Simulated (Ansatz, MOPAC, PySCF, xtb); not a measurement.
Dimer: C2H2 (SMILES C#C) (first 4 atoms) with C2H6O (SMILES COC); geometry from B3LYP-D3(BJ)/def2-TZVP, rigid monomers moved along the line of their centres of mass till H4···O6 is 2.97 Å.
(charge 0, multiplicity 1):
| atom | x (Å) | y (Å) | z (Å) |
|---|---|---|---|
| C | 0.5363 | 0.0417 | -0.2194 |
| C | 0.0530 | 0.0058 | 0.8766 |
| H | 0.9640 | 0.0733 | -1.1915 |
| H | -0.3742 | -0.0248 | 1.8575 |
| C | -0.6133 | 1.4036 | 5.1964 |
| O | -0.8905 | 0.0810 | 4.7807 |
| C | -0.0326 | -0.8690 | 5.3813 |
| H | 0.4104 | 1.6975 | 4.9333 |
| H | -0.7429 | 1.5123 | 6.2800 |
| H | -1.3157 | 2.0592 | 4.6847 |
| H | 1.0167 | -0.6752 | 5.1265 |
| H | -0.3170 | -1.8491 | 5.0023 |
| H | -0.1368 | -0.8607 | 6.4729 |

```tsv
level	interaction energy (kcal/mol)	cost
PM7	-1.12	-
GFN1-xTB	-0.92	-
HF/3-21G (no counterpoise)	-3.18	-
HF/6-31G*	-1.44	-
PBE-D3(BJ)/def2-TZVPPD	-1.94	×1
r2SCAN-D3(BJ)/def2-TZVPPD	-1.74	×2
r2SCAN-D4/def2-TZVPPD	-1.71	×2
B3LYP/6-31G*	-1.30	-
PBE0-D3(BJ)/def2-TZVPPD	-1.95	×2
wB97M-V/def2-TZVPPD	-1.78	×3
MP2/6-31G*	-1.64	-
MP2/aug-cc-pVDZ	-1.80	-
SCS-MP2/aug-cc-pVDZ	-1.64	-
CCSD(T)/aug-cc-pVDZ	-1.76	×30
```

The rows run from -3.18 (HF/3-21G (no counterpoise)) to -0.92 kcal/mol (GFN1-xTB).

Counterpoise-corrected where a basis set is named; no monomer relaxation. Rows marked so take none.

Cores are frozen in the correlated methods. Rows in 3-21G, 6-31G* carry no dispersion term and start afresh at each structure (6-31G* with six Cartesian d functions). MP2/6-31G* freezes PySCF's default core. The state that PM7 reach isn't checked; PM7 holds dispersion and hydrogen-bond terms.

Codes used: Ansatz (Gaussian orbitals); MOPAC for PM7 (differences of heats of formation); PySCF for 3-21G rows, 6-31G* rows, the dispersion terms; xtb for the GFN methods. 

Costs are rough ratios of core time to PBE/def2-TZVPPD (about 11 s over the structures, on one shared machine); a dash marks a level with no comparable run of its own.

Ansatz is a first-principles code.
